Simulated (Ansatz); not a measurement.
`O=CC(O)S` + `[SH][GaH2]` → `O=C[S][GaH2]` + `OCS`  (substitution at a C–C bond)

Computed with Ansatz on PBE0-D4/def2-TZVP structures; ΔE is electronic, products minus reactants. CCSD(T)/CBS adds triple-zeta CCSD(T) − MP2 to the extrapolated MP2 energy (def2 sets, frozen cores). DFT in def2-TZVPP. For Ga outer-core shells are correlated without core-valence functions, which leaves a few kJ/mol of doubt a bond. Scalar relativity is left out up to krypton. Each species was taken in one conformer, which may not be the lowest.

CCSD(T)/CBS gives +4.8 kcal/mol.

**Question.** Another level gave +5.7 kcal/mol. Which?
A. ωB97M-V/def2-TZVPP
B. PBE/def2-TZVPP
C. r2SCAN-D4/def2-TZVPP
D. LDA (SPW92)/def2-TZVPP

**Answer.** A. ωB97M-V 5.7, PBE 3.4, LDA (SPW92) 6.7, r2SCAN-D4 4.6 kcal/mol.

Largest T1 diagnostic among the species: 0.016.

From PBE to PBE0 (25 % exact exchange), in def2-TZVPP and without D4, ΔE moves by +1.2 kcal/mol. Leaving LDA and LC-ωPBE aside and taking each functional with its dispersion term where it has one, the values, not all of them listed here, spread over 2.7 kcal/mol, from BLYP-D4 to ωB97M-V. LDA lies +3.4 kcal/mol from PBE without D4. At CCSD(T), def2-SVP lies +4.2 kcal/mol from the extrapolated value and def2-TZVPP +1.0 kcal/mol.
